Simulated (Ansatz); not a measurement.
System: C2H5BF, net charge -1, singlet state. It need not be the lowest isomer of its formula. Whether it binds its extra electron was not tested at this geometry. 
Coordinates optimised at B3LYP-D3(BJ)/def2-TZVP (Ansatz, a quantum-chemistry and plane-wave program):
```
B
F 1 1.4194
C 1 1.4485 2 122.20
H 3 1.0892 1 122.31 2 180.00
H 3 1.0901 4 113.95 1 180.00
C 1 1.6089 2 111.10 3 180.00
H 6 1.0947 1 111.92 2 180.00
H 6 1.0995 7 107.58 1 -123.13
H 6 1.0995 7 107.58 8 -113.73
```
Charge -1, spin multiplicity 1.

Basis-set convergence of Hartree-Fock and CCSD correlation energies (hartree) with Ansatz. Correlated levels leave the core frozen unless marked. Spin-orbit coupling is left out. Non-relativistic.

```
basis        functions       E(HF)  E(corr, CCSD)
-----------  ---------  ----------  -------------
aug-cc-pVDZ        137  -202.83500       -0.64327
aug-cc-pVTZ        299           …              …
```

**Question.** Complete the blanks.

**Answer.** 
- aug-cc-pVTZ, E(HF): -202.89059
- aug-cc-pVTZ, E(corr, CCSD): -0.76410
